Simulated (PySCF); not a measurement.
**Two-dimensional NMR puzzle**

Compound of formula C6H10F2OSi. Correlations simulated from computed shifts and the bond graph:

HSQC (one-bond C–H):
```tsv
δH	δC
7.25	116.6
6.24	148.2
6.10	143.4
5.58	125.5
5.48	125.5
3.17	33.3
```

COSY cross peaks (H two or three bonds apart, from the bond graph; peaks can be absent where the dihedral angle is near 90°):
```tsv
δH	δH
6.10	5.58
6.10	5.48
6.10	3.17
5.58	5.48
```

HMBC (two and three bonds, from the bond graph):
```tsv
δH	δC
7.25	148.2, 125.5, 33.3
6.24	125.5, 116.6, 33.3
6.10	125.5, 125.5, 33.3
5.58	143.4, 33.3
5.48	143.4, 33.3
5.03	148.2
3.17	148.2, 143.4, 125.5, 125.5, 116.6
```

Carbons without hydrogens: δ 125.5.

All values are calculated (PySCF 2.14.0 with density-fitted response routines): σ from GIAO-PBE0/pcSseg-1, coordinates at the GFN2-xTB level. Non-relativistic, fast rotation and ring inversion assumed for equivalent nuclei, one conformer, no solvent.

References, each an isolated molecule treated in the same way: $^{1}$H, $^{13}$C vs TMS.

Exchangeable hydrogens are left out of these lists.

Question: Work out the connectivity.

Answer: `C=CC/C(=C/O[SiH3])C(F)F`.

Numbering as in the mapped SMILES `[CH2:1]=[CH:2][CH2:3]/[C:4](=[CH:5]/[O:6][SiH3:7])[CH:8]([F:9])[F:10]`; H(Xn) means a hydrogen on atom n. Ha(C1) is cis to C3; Hb(C1) is trans to C3.

- δC 148.2 is C5, an alkene carbon bearing oxygen (δH 6.24).
- δC 143.4 is C2, an alkene CH (δH 6.10).
- δC 125.5 is C4, a β carbon of an enol-ether or enamine type C=C.
- δC 125.5 is C1, a terminal =CH2 carbon (δH 5.58, 5.48).
- δC 116.6 is C8, an allylic sp3 CH bonded to 2 F (δH 7.25).
- δC 33.3 is C3, an allylic sp3 CH2 (δH 3.17).
- HMBC from δH 7.25 reaches the proton-free carbon C4.
- HMBC from δH 6.24 reaches the proton-free carbon C4.
- HMBC from δH 6.10 reaches the proton-free carbon C4.
- HMBC from δH 3.17 reaches the proton-free carbon C4.
- COSY links 6.10–5.58, 6.10–5.48, 6.10–3.17, 5.58–5.48.

The data come from this structure; uniqueness wasn't tested.

Shifts are as computed. Against solution values, carbons near 30 ppm lie about +3 ppm off and those near 130 ppm about +5 ppm. Of 1211 compounds with measured shifts, 218 miss one by over three times the rms of a fit or turn the order of signals round; such compounds aren't used in these exercises.
